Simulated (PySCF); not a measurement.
# How methods differ on the excitation energy of W(2+)

W(2+) [Xe] 4f14 5d4 (5D) → W(2+) [Xe] 4f14 5d3 6p1 (high-spin determinant), as a difference of total energies. All numbers are calculated (PySCF 2.14, scalar relativity through the core potential, in aug-cc-pVDZ-PP with ECP60MDF (5s5p4d2f, 54 functions)). Correlated levels: valence: 5s2 5p6 frozen. The calculations carry no spin-orbit coupling.

| method | excitation energy (eV) |
| --- | --- |
| UHF | 7.792 |
| MP2 (valence) | 7.914 |
| SCS-MP2 (valence) | 7.833 |
| CCSD (valence) | 7.822 |
| CCSD(T) (valence) | 7.789 |

The coupled-cluster amplitudes are large for the upper state (T1 above 0.03 or a double amplitude above 0.15), so a single reference is strained.

The determinant of the upper state mixes LS terms, which raises its energy above the lowest term, most at the Hartree-Fock and MP2 levels.
